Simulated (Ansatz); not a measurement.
`C[SiH2][NH][AlH2]` + `F[Si](F)(F)[SiH3]` → `C[SiH2][Si](F)(F)F` + `[AlH2][NH][SiH3]`  (redistribution)

Calculated with Ansatz (gas phase, PBE0-D4/def2-TZVP geometries, no zero-point term in ΔE). CBS: MP2 limit from def2 TZ/QZ plus the TZ coupled-cluster correction, frozen cores. Functionals use def2-TZVPP. B3LYP here is the variant with VWN-RPA as its local correlation; programs differ in this. Each species was taken in one conformer, which may not be the lowest.

`C[SiH2][NH][AlH2]`:

```xyz
12

C    -1.842   -0.855   -0.029
Si   -0.114   -0.626    0.643
N     0.580    0.899    0.212
Al    2.024    1.246   -0.770
H    -2.244   -1.827    0.267
H    -2.517   -0.085    0.354
H    -1.849   -0.799   -1.120
H    -0.168   -0.784    2.126
H     0.793   -1.669    0.091
H     0.097    1.704    0.591
H     2.423    2.766   -0.973
H     2.819    0.030   -1.392
```

`F[Si](F)(F)[SiH3]`:

Z-matrix (Å, degrees):
```
Si
F 1 1.582
F 1 1.582 2 107.0
F 1 1.582 2 107.0 3 -114.3
Si 1 2.328 2 111.9 3 122.8
H 5 1.484 1 108.7 2 -60.0
H 5 1.484 1 108.7 2 60.0
H 5 1.484 1 108.7 2 -180.0
```

`C[SiH2][Si](F)(F)F`:

Z-matrix (Å, degrees):
```
C
Si 1 1.871
H 1 1.092 2 110.8
H 1 1.092 2 110.8 3 -120.2
H 1 1.092 2 110.4 3 119.9
Si 2 2.331 1 110.0 3 60.2
H 2 1.487 1 111.8 3 -58.8
H 2 1.487 1 111.8 3 179.1
F 6 1.583 2 113.0 1 -179.9
F 6 1.585 2 111.8 1 -59.5
F 6 1.585 2 111.8 1 59.6
```

`[AlH2][NH][SiH3]`:

```xyz
9

Al    0.230   -1.459   -0.997
N    -0.380   -0.411    0.310
Si   -0.032    1.248    0.635
H     1.238   -0.834   -2.040
H    -0.281   -2.957   -1.029
H    -1.024   -0.842    0.962
H    -1.255    2.098    0.590
H     0.918    1.714   -0.408
H     0.587    1.441    1.976
```

```csv
level,ΔE (kJ/mol),difference from CCSD(T)/CBS
B3LYP-D4,3.2,-1.3
ωB97X-V,3.6,-0.9
ωB97M-V,4.0,-0.5
PBE,3.7,-0.8
r2SCAN,4.6,0.1
SCS-MP2/def2-TZVPP,3.4,-1.1
CCSD(T)/def2-TZVPP,4.5,0.0
HF/def2-QZVPP,3.6,-0.9
SCS-MP2/def2-QZVPP,3.5,-1.0
HF/CBS(def2),3.6,-0.9
CCSD(T)/CBS,4.5,0
```

Largest T1 diagnostic among the species: 0.013.
